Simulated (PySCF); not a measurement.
From one molecule to another.

First species: C7H6N2.
SMILES: `C#CC1=C(C)C=NN=C1`

Second species: C4H2F2O2.
Bonds: O1–C2 (double), C2–O3, O3–C4, C4–C5, C5–F6, C5–C7 (double), C7–F8, C2–C7. Hydrogens: H9, H10 on C4.

Levels: PBE0/def2-SVPD for dipole moment, HOMO energy, LUMO energy, HOMO–LUMO gap, static isotropic polarisability and electronic spatial extent ⟨r²⟩ about the centre of nuclear charge; TDDFT PBE0/def2-SVPD for lowest singlet excitation; TDA PBE0/def2-SVPD for lowest triplet excitation (Tamm–Dancoff); GFN2-xTB for rotational constant A and rotational constant C. Geometries: GFN2-xTB. Each species is one conformer at its optimised geometry, gas phase, non-relativistic unless stated; the electronic structure was computed with PySCF and density fitting.

(1) Which has the higher HOMO–LUMO gap?

(2) Which has the higher LUMO energy?

(3) Which of the two has the higher ⟨r²⟩, and by how much?

(4) Which of the two has the higher dipole moment, and by how much?

(5) Which of the two has the higher S1 energy, and by how much?

(6) Which has the higher static isotropic polarisability?

(7) Which has the higher rotational constant C?

(8) Which of the two has the higher HOMO energy, and by how much?

Results:

(1) The second: 6.90 eV against 4.66 eV, a difference of 2.24 eV.

(2) The second: -1.61 eV against -2.01 eV, a difference of 0.40 eV.

(3) The first: 1105 bohr² against 821 bohr², a difference of 284 bohr².

(4) The first: 4.65 D against 4.13 D, a difference of 0.52 D.

(5) The second: 5.29 eV against 3.13 eV, a difference of 2.16 eV.

(6) The first: 93.7 au against 53.1 au, a difference of 40.6 au.

(7) The second: 1.268 GHz against 1.017 GHz, a difference of 0.251 GHz.

(8) The first: -6.67 eV against -8.51 eV, a difference of 1.84 eV.

On the first: 1 of the 6 computed singlets lies in the visible range (750 to 380 nm, 1.65 to 3.26 eV), with an oscillator strength of 0.002. A dipole of 4.65 D is allowed in Cs, and pure rotational transitions are dipole-allowed.

On the second: The dipole equals about 13.8 × 10⁻³⁰ C·m (1 D = 3.33564 × 10⁻³⁰ C·m). S1 lies 1.61 eV below the HOMO–LUMO gap; its leading configuration is HOMO−1→LUMO, weight 0.97.
